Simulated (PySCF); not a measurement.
C₂H₆ClFSi, SMILES F[C@@H](Cl)C[SiH3].

Geometry: PBE-D3(BJ)/def2-SVP. The structure was generated by enumeration; whether it is a known compound was not checked. One conformer was computed; it need not be the lowest.

All values below come from TDDFT-B3LYP/def2-SVPD in PySCF.

Vertical excitations. 

Computed lowest excited states:
```tsv
state	energy (eV)	λ (nm)	f	main pairs
S1	7.09	175	0.001	HOMO→LUMO 95 %
S2	7.41	167	0.003	HOMO−1→LUMO 94 %
S3	7.80	159	0.022	HOMO→LUMO+1 93 %
S4	7.91	157	0.041	HOMO−2→LUMO 93 %
S5	8.13	152	0.018	HOMO−1→LUMO+1 96 %
S6	8.32	149	0.040	HOMO−2→LUMO+1 90 %
S7	8.33	149	0.010	HOMO−3→LUMO 82 %
S8	8.40	148	0.002	HOMO−4→LUMO 46 %, HOMO→LUMO+3 35 %
S9	8.44	147	0.011	HOMO→LUMO+3 41 %, HOMO−4→LUMO 36 %, HOMO→LUMO+2 7 %
S10	8.52	145	0.029	HOMO→LUMO+2 80 %, HOMO→LUMO+3 14 %
T1	6.43	193	0	HOMO→LUMO 90 %
T2	6.71	185	0	HOMO−1→LUMO 88 %
T3	7.49	165	0	HOMO−2→LUMO 72 %
T4	7.65	162	0	HOMO→LUMO+1 82 %
```
Triplets are in the Tamm–Dancoff approximation, which puts them higher than full response would, so one can lie above its singlet here.
